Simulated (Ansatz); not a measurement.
C2H9GeN can be A, `C[NH][GeH2][CH3]`, or B, `C[CH2][GeH2][NH2]`.

Calculated with Ansatz (gas phase, PBE0-D4/def2-TZVP geometries, no zero-point term in ΔE). CBS: MP2 limit from def2 TZ/QZ plus the TZ coupled-cluster correction, frozen cores. DFT in def2-TZVPP. B3LYP here is the variant with VWN-RPA as its local correlation; programs differ in this. For Ge outer-core shells are correlated without core-valence functions, which leaves a few kJ/mol of doubt a bond. Scalar relativity is left out up to krypton. Each species was taken in one conformer, which may not be the lowest.

Task: Which isomer does CCSD(T)/CBS put lower? Give the gap. (An estimate is asked.)

Result: The calculation gave: B, by 7.8 kcal/mol.

Task: Give E(B) − E(A) in kcal/mol with BLYP-D4, MP2/def2-TZVPP, CCSD(T)/def2-TZVPP, PBE-D4, r2SCAN-D4, ωB97M-V, B3LYP-D4. (Best estimate.)

Result: Computed: BLYP-D4 -6.6, MP2/def2-TZVPP -8.0, CCSD(T)/def2-TZVPP -7.5, PBE-D4 -7.2, r2SCAN-D4 -7.4, ωB97M-V -7.4, B3LYP-D4 -6.8. None reverses the order clearly.

Task: Does the order hold for the free energy at 298.15 K (harmonic terms from PBE0-D4)? (Best estimate.)

Result: Computed: Yes: G(B) − G(A) = -7.4 kcal/mol, for one conformer each.

Largest T1 diagnostic: 0.010.

Leaving LDA and LC-ωPBE aside and taking each functional with its dispersion term where it has one, the values, not all of them listed here, spread over 1.1 kcal/mol, from PBE-QIDH to BLYP-D4. In def2-TZVPP, CCSD(T) changes the Hartree–Fock value by −1.1 kcal/mol (the triples alone add −0.1 kcal/mol) and MP2 by −1.5 kcal/mol.
